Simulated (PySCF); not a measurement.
Several species in one continuum solvent.

All values: PBE0/pcSseg-1 (PySCF, non-relativistic), each on one gas-phase PBE0-D3(BJ)/def2-SVP geometry that isn't relaxed in the solvent. The solvent is an IEF-PCM continuum (Bondi radii, 1.10 Å for H, scaled by 1.2). Only the electrostatic response of the medium enters.

Question: Order them by E(solvent) − E(gas) in dimethylsulfoxide (ε = 46.83), most negative first (kcal/mol).
A. `[CH3:1][CH2:2][O:3][CH2:4][CH2:5][C:6]([F:7])([F:8])[F:9]` with C1–C2–O3–C4 -73°, C2–O3–C4–C5 -172°, O3–C4–C5–C6 -179°
B. `[CH3:1][CH:2]([CH3:3])[O:4][B:5]1[O:6][CH2:7][CH2:8][O:9]1` with C1–C2–O4–B5 154°, C2–O4–B5–O6 -2°
C. `[CH3:1][CH2:2][C@H:3]1[CH2:4][CH2:5][O:6][B:7]([OH:8])[O:9]1` with C1–C2–C3–C4 180°, O6–B7–O8–H 0°, C2–C3–C4–C5 175°, C3–C4–C5–O6 -53°, C4–C5–O6–B7 28°, C5–O6–B7–O8 180°

Answer: C (-7.3), B (-6.1), A (-4.0).

```
           SMILES  charge  ΔE (kcal/mol)  polarisation term (kcal/mol)  HOMO shift (eV)  dipole gas (D)  dipole solvent (D)  atoms
CC[C@H]1CCOB(O)O1       0           -7.3                          -8.5             0.00            2.98                3.99     20
    CC(C)OB1OCCO1       0           -6.1                          -7.0            +0.01            2.26                2.90     20
    CCOCCC(F)(F)F       0           -4.0                          -4.4            +0.18            2.34                2.63     18
```

The polarisation term is half the interaction of the solute with the induced surface charges.
